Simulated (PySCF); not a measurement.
In(Me)2(NHMe), C3H10InN, SMILES C[NH][In]([CH3])[CH3] (GFN2-xTB optimised geometry):

```
15

In     0.096    -0.216     0.000
C      2.336    -0.216     0.000
H      2.695     0.811    -0.011
H      2.718    -0.747    -0.870
H      2.689    -0.716     0.900
C     -1.336    -1.890     0.415
H     -2.067    -1.974    -0.387
H     -1.854    -1.676     1.349
H     -0.792    -2.828     0.510
N     -0.740     1.677     0.000
C     -2.161     1.907    -0.201
H     -0.207     2.385    -0.496
H     -2.448     1.994    -1.258
H     -2.471     2.828     0.307
H     -2.718     1.076     0.238
```

Computed with B3LYP/def2-TZVP, def2 effective core potentials past Kr (PySCF).

What are the frontier orbital energies and the dipole moment?

HOMO-2 -7.71 eV, HOMO-1 -6.90 eV, HOMO -5.84 eV, LUMO -1.08 eV, LUMO+1 -0.37 eV; dipole moment 0.96 D.

On the same geometry PySCF with PBE/def2-TZVP, def2 effective core potentials past Kr gives HOMO-2 -6.67 eV, HOMO-1 -6.01 eV, HOMO -4.82 eV, LUMO -1.51 eV, LUMO+1 -0.86 eV; dipole moment 0.84 D.
